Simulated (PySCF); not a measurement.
# Magnetic susceptibility: SMILES CO/C(C=O)=C/OC=O, C5H6O4

Molfile (atoms numbered from 1):
```
C5H6O4
     RDKit          3D

 15 14  0  0  0  0  0  0  0  0999 V2000
    2.3981    0.3839   -0.3974 C   0  0  0  0  0  0  0  0  0  0  0  0
    1.5727   -0.6167    0.1557 O   0  0  0  0  0  0  0  0  0  0  0  0
    0.2308   -0.4965    0.0188 C   0  0  0  0  0  0  0  0  0  0  0  0
   -0.4780   -1.6087    0.6947 C   0  0  0  0  0  0  0  0  0  0  0  0
   -1.6536   -1.8439    0.6270 O   0  0  0  0  0  0  0  0  0  0  0  0
   -0.3943    0.4760   -0.6693 C   0  0  0  0  0  0  0  0  0  0  0  0
   -1.7673    0.5701   -0.7699 O   0  0  0  0  0  0  0  0  0  0  0  0
   -2.4947    0.6973    0.3435 C   0  0  0  0  0  0  0  0  0  0  0  0
   -2.0823    0.8550    1.4494 O   0  0  0  0  0  0  0  0  0  0  0  0
    3.4141    0.1140   -0.1154 H   0  0  0  0  0  0  0  0  0  0  0  0
    2.1528    1.3684    0.0115 H   0  0  0  0  0  0  0  0  0  0  0  0
    2.3168    0.4090   -1.4881 H   0  0  0  0  0  0  0  0  0  0  0  0
    0.2205   -2.2420    1.2689 H   0  0  0  0  0  0  0  0  0  0  0  0
    0.1167    1.2623   -1.2075 H   0  0  0  0  0  0  0  0  0  0  0  0
   -3.5566    0.6800    0.0561 H   0  0  0  0  0  0  0  0  0  0  0  0
  1  2  1  0
  2  3  1  0
  3  4  1  0
  4  5  2  0
  3  6  2  0
  6  7  1  0
  7  8  1  0
  8  9  2  0
  1 10  1  0
  1 11  1  0
  1 12  1  0
  4 13  1  0
  6 14  1  0
  8 15  1  0
M  END
```

Method used: GIAO B3LYP/pcSseg-1 magnetisability, rotational g tensor and spin-rotation constants, non-relativistic, gas phase (PySCF 2.14.0). Geometry: GFN2-xTB.

Question: How diamagnetic is it, and how anisotropic?

Answer: Isotropic -931 × 10⁻³⁰ J/T², or -56.1 × 10⁻⁶ cm³/mol; principal values -1111, -916, -766 × 10⁻³⁰ J/T², anisotropy 300 × 10⁻³⁰ J/T² (root of half the summed squared differences of the principal values). The susceptibility is in cgs units.

Question: Split it along the inertial axes a, b, c into diamagnetic and paramagnetic parts about the centre of mass, with the quadrupole moment.

Answer: 
| axis | χ (10⁻⁶ cm³/mol) | diamagnetic (10⁻⁶ cm³/mol) | paramagnetic (10⁻⁶ cm³/mol) | summed x² of all electrons (Å²) | quadrupole Θ (D Å) |
| --- | --- | --- | --- | --- | --- |
| a | -47.6 | -512.8 | 465.3 | 211.3 | +8.27 |
| b | -59.6 | -1048.1 | 988.5 | 85.1 | +0.16 |
| c | -61.1 | -1257.8 | 1196.7 | 35.7 | -8.43 |

Anisotropies 2χaa − χbb − χcc = +25.6 and 2χbb − χaa − χcc = -10.7 × 10⁻⁶ cm³/mol. Θ is traceless in Buckingham's convention.

Question: And the rotational g tensor?

Answer: 
```csv
axis,rotational constant (GHz),g,nuclear part,electronic part
a,2.7841,-0.0612,0.5473,-0.6085
b,1.2361,-0.0174,0.5566,-0.5740
c,1.0119,-0.0112,0.5577,-0.5689
```
Asymmetric top; isotopes 12C, 1H, 16O; no vibrational averaging.
